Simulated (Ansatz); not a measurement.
Species, as SMILES: [AlH] (AlH) (closed-shell singlet).
Geometry (B3LYP-D3(BJ)/def2-TZVP, fixed):
```xyz
2

Al     0.0000     0.0000    -0.1187
H      0.0000     0.0000     1.5432
```
Charge 0, spin multiplicity 1.

Basis-set convergence of the dipole moment at CCSD(T) with Ansatz (a quantum-chemistry and plane-wave program). Dipoles come from the density behind the forces; the sign is taken along the dipole that this method gives in the largest set. The reference of a correlated method is not its basis-set limit, which lies further on. Cartesian d functions, on some or all atoms, in 6-31G**; all else is spherical. Cores are frozen. A restricted Hartree-Fock determinant is unstable towards unrestricted orbitals. No added dispersion term, no relativity. Reference: the value in aug-pcseg-3, 0.162 D, itself unsure by roughly 0.013 D (its mean distance from aug-cc-pV(Q+d)Z, def2-QZVPPD). Deviations are taken from unrounded values.

```csv
basis,functions,dipole moment (D),minus reference (D)
6-31G,15,-0.085,-0.247
def2-SV(P),20,-0.031,-0.194
6-31G**,24,-0.094,-0.257
cc-pV(D+d)Z,28,0.074,-0.088
def2-SVPD,32,0.199,0.037
def2-TZVP,43,0.076,-0.086
"6-311++G(2d,2p)",45,0.215,0.053
pcseg-2,48,0.385,0.223
def2-QZVPP,100,0.132,-0.030
```
